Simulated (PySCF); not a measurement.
A PySCF script (with the pyscf-properties extension) for the NMR shieldings of `CC[C@@](C)(Cl)[SiH2]F`, C4H10ClFSi, on a GFN2-xTB geometry:

```python
import basis_set_exchange as bse
import numpy as np
from pyscf import gto, dft
from pyscf.prop import nmr

atoms = """
C     1.490001   -0.878524    0.997381
C     0.812096   -0.692079   -0.355308
C    -0.372189    0.271627   -0.313868
C     0.055472    1.700649   -0.026398
Cl   -1.077063    0.266901   -1.993363
Si   -1.822817   -0.302556    0.800954
F    -1.953630   -1.893536    0.608957
H     1.895971    0.059047    1.367655
H     0.787512   -1.270597    1.729198
H     2.309081   -1.586804    0.898020
H     1.545142   -0.323457   -1.079180
H     0.457621   -1.663106   -0.708405
H    -0.782851    2.382012   -0.151399
H     0.409584    1.783722    0.998624
H     0.853703    2.009634   -0.700055
H    -3.075608    0.271234    0.349144
H    -1.539024   -0.122134    2.217594
"""
names = dict.fromkeys(["C", "Cl", "Si", "F", "H"], "pcSseg-1")
basis = {el: gto.basis.parse(bse.get_basis(n, elements=[el], fmt="nwchem")) for el, n in names.items()}
mol = gto.M(atom=atoms, basis=basis, charge=0, verbose=0)
mf = dft.RKS(mol, xc="PBE0")
mf.grids.level = 2
mf.grids.alignment = dft.numint.BLKSIZE   # the property module wants whole blocks of grid points
mf.conv_tol = 1e-9
mf.kernel()

calc = nmr.RKS(mf)   # GIAO
C = mf.mo_coeff
Co = C[:, mf.mo_occ > 0]
resp = mf.gen_response(singlet=True, hermi=2)
def vind(x):   # induced exchange potential for any number of trial vectors
    d = np.einsum("pi,xij,qj->xpq", C, 2 * x.reshape(-1, C.shape[1], Co.shape[1]), Co, optimize=True)
    return np.einsum("xpq,pi,qj->xij", resp(d - d.transpose(0, 2, 1)), C, Co, optimize=True).ravel()
mo1, _ = nmr.rhf.solve_mo1(calc, with_cphf=vind)
sigma = calc.kernel(mo1)
for i, s in enumerate(sigma):   # ppm
    w = np.linalg.eigvalsh((s + s.T) / 2)
    print("%2d %-2s iso %8.1f  s11 %8.1f  s22 %8.1f  s33 %8.1f" % (i, mol.atom_pure_symbol(i), w.mean(), *w))
```

Problem. What does it print?

Solution. 
```
 0 C  iso    172.8  s11    163.6  s22    169.0  s33    185.8
 1 C  iso    146.7  s11    126.2  s22    143.6  s33    170.3
 2 C  iso    123.0  s11     96.6  s22    112.8  s33    159.7
 3 C  iso    162.0  s11    146.3  s22    154.8  s33    185.0
 4 Cl iso    695.8  s11    456.4  s22    600.2  s33   1030.8
 5 Si iso    344.9  s11    309.3  s22    332.0  s33    393.5
 6 F  iso    402.7  s11    381.0  s22    387.1  s33    439.8
 7 H  iso     30.8  s11     25.9  s22     30.2  s33     36.2
 8 H  iso     30.8  s11     25.7  s22     30.4  s33     36.3
 9 H  iso     30.4  s11     25.7  s22     27.2  s33     38.4
10 H  iso     29.9  s11     25.1  s22     30.4  s33     34.3
11 H  iso     29.2  s11     25.2  s22     29.2  s33     33.4
12 H  iso     30.3  s11     26.0  s22     28.2  s33     36.5
13 H  iso     30.3  s11     25.3  s22     28.5  s33     37.0
14 H  iso     30.3  s11     27.2  s22     27.7  s33     36.1
15 H  iso     26.7  s11     23.3  s22     25.2  s33     31.5
16 H  iso     26.5  s11     23.6  s22     24.6  s33     31.2
```

These numbers come from an equivalent density-fitted implementation of the same equations, which agrees with the script to about 0.01 ppm for H and up to a few tenths of a ppm for heavy atoms, so last digits may differ.

Problem. Turn these shieldings into chemical shifts. References, each an isolated molecule treated in the same way: ¹³C (σref 186.93), ²⁹Si (σref 349.16), ¹H (σref 31.72) vs TMS; ³⁵Cl (σref 949.78) against HCl; CFCl3 for ¹⁹F (σref 170.95).

Solution. Averaging equivalent atoms: C 2: 63.9; C 1: 40.2; C 3: 24.9; C 0: 14.1; Cl 4: 254; Si 5: 4.2; F 6: -231.7; H 16: 5.27; H 15: 5.04; H 11: 2.48; H 10: 1.79; H 12/13/14: 1.42; H 7/8/9: 1.06 ppm. Unscaled 19F shifts against computed CFCl3 carry errors that often reach 10 to 50 ppm.

Size and cost of the density-fitted run: 183 basis functions, 52 s wall time on 1 thread of an Arm Neoverse N1, shared host; peak memory 0.83 GiB.
